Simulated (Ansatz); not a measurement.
System: 1-fluorobutane, C$_{4}$H$_{9}$F, charge 0, multiplicity 1. SMILES: CCCCF
Structure (B3LYP-D3(BJ)/def2-TZVP (Ansatz, a quantum-chemistry and plane-wave program) minimum search):
```xyz
14

C      2.3825    -0.0633     0.1131
C      0.9360    -0.5022    -0.0928
C     -0.0194     0.6772    -0.2610
C     -1.4626     0.2688    -0.4475
F     -1.9331    -0.3902     0.6964
H      2.7424     0.5242    -0.7353
H      2.4809     0.5554     1.0083
H      3.0459    -0.9220     0.2286
H      0.6081    -1.1071     0.7555
H      0.8683    -1.1463    -0.9758
H      0.0489     1.3417     0.6059
H      0.2721     1.2722    -1.1342
H     -2.1090     1.1347    -0.6063
H     -1.5790    -0.4245    -1.2850
```
Charge 0, spin multiplicity 1.

Property: vertical triplet-singlet gap (E(triplet) - E(singlet); each state is the SCF solution reached for its spin; for the triplet T1 is 0.058), in eV. Correlated levels leave the core frozen unless marked. Open shells are spin-unrestricted. Spin-orbit coupling is left out. Non-relativistic. CBS(X,Y): correlation extrapolated as X^-3; Hartree-Fock from the larger set. [CCSD(T)-MP2]/basis is that difference in the basis named.

| level | program | vertical triplet-singlet gap (eV) |
|---|---|---|
| HF/aug-cc-pVQZ | Ansatz | 8.58 |
| r2SCAN/def2-TZVPD | Ansatz | 8.05 |
| PBE0/def2-TZVPD | Ansatz | 8.39 |
| CAM-B3LYP/def2-TZVPD | Ansatz | 8.73 |
| RI-MP2/aug-cc-pVQZ | Ansatz | 9.21 |
| CCSD/aug-cc-pVDZ | Ansatz | 8.82 |
| CCSD/aug-cc-pVTZ | Ansatz | 8.88 |
| CCSD(T)/aug-cc-pVDZ | Ansatz | 8.68 |
| CCSD(T)/aug-cc-pVTZ | Ansatz | 8.74 |
| RI-MP2/CBS(aug-cc-pVTZ,aug-cc-pVQZ)+[CCSD(T)-MP2]/aug-cc-pVTZ | Ansatz | 8.81 |
